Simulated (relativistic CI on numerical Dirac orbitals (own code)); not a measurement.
## d4 in a ligand field

Computed with a parametric ligand-field model of a d^n configuration (Racah B and C, spin-orbit zeta, crystal field), exact diagonalisation.

Field parameters in Wybourne normalisation: Oh B⁴₀ = 21Dq, B⁴₄ = √(5/14) B⁴₀; Td as Oh with Dq negative (B⁴₀ = 21Dq, B⁴₄ = √(5/14) B⁴₀). The field is a parameter set, without covalency.

**Question.** Lowest levels for B = 640, C = 2800, ζ = 350 cm⁻¹, Oh, 10Dq = 13750 cm⁻¹?

**Answer.** A1 0 (S 1.97), T1 33 (S 1.98), E 64 (S 1.99), T2 86 (S 1.99), A2 108 (S 2.00), A1 2727 (S 1.04), T1 2881 (S 1.03), T2 3130 (S 1.01), E 3155 (S 1.02) cm⁻¹, with S from ⟨S²⟩ = S(S + 1). The ground level has 0.97 electrons in the cubic e pair.

**Question.** Lowest levels for B = 550, C = 2820, ζ = 500 cm⁻¹, Td, 10Dq = -10250 cm⁻¹?

**Answer.** A1 0 (S 1.97), T1 73 (S 1.99), T2 129 (S 1.99), E 484 (S 1.99), T1 514 (S 2.00), T2 767 (S 2.00), A1 2758 (S 0.26), T1 5681 (S 1.02), A1 5897 (S 0.93) cm⁻¹, with S from ⟨S²⟩ = S(S + 1). The ground level has 2.03 electrons in the cubic e pair.

**Question.** Lowest levels for B = 970, C = 4790, ζ = 380 cm⁻¹, Oh, 10Dq = 7500 cm⁻¹?

**Answer.** A1 0 (S 2.00), T1 12 (S 2.00), E 25 (S 2.00), T2 36 (S 2.00), A2 47 (S 2.00), T2 7354 (S 2.00), T1 7361 (S 2.00), A1 7370 (S 2.00), T1 7641 (S 2.00) cm⁻¹, with S from ⟨S²⟩ = S(S + 1). The ground level has 1.00 electrons in the cubic e pair.

**Question.** Lowest levels for B = 310, C = 1230, ζ = 2850 cm⁻¹, Oh, 10Dq = 32000 cm⁻¹?

**Answer.** A1 0 (S 0.96), T1 3249 (S 1.02), T2 4943 (S 0.81), E 5104 (S 0.85), T2 10164 (S 0.43), E 10251 (S 0.38), A1 16124 (S 0.24), T1 28820 (S 1.89), E 28838 (S 1.91) cm⁻¹, with S from ⟨S²⟩ = S(S + 1). The ground level has 0.06 electrons in the cubic e pair.

**Question.** Lowest levels for B = 540, C = 2250, ζ = 1200 cm⁻¹, Oh, 10Dq = 34850 cm⁻¹?

**Answer.** A1 0 (S 1.00), T1 865 (S 1.01), T2 1962 (S 0.99), E 1981 (S 0.99), T2 8527 (S 0.06), E 9122 (S 0.04), A1 17972 (S 0.05), A2 22349 (S 2.00), T2 22363 (S 1.99) cm⁻¹, with S from ⟨S²⟩ = S(S + 1). The ground level has 0.02 electrons in the cubic e pair.
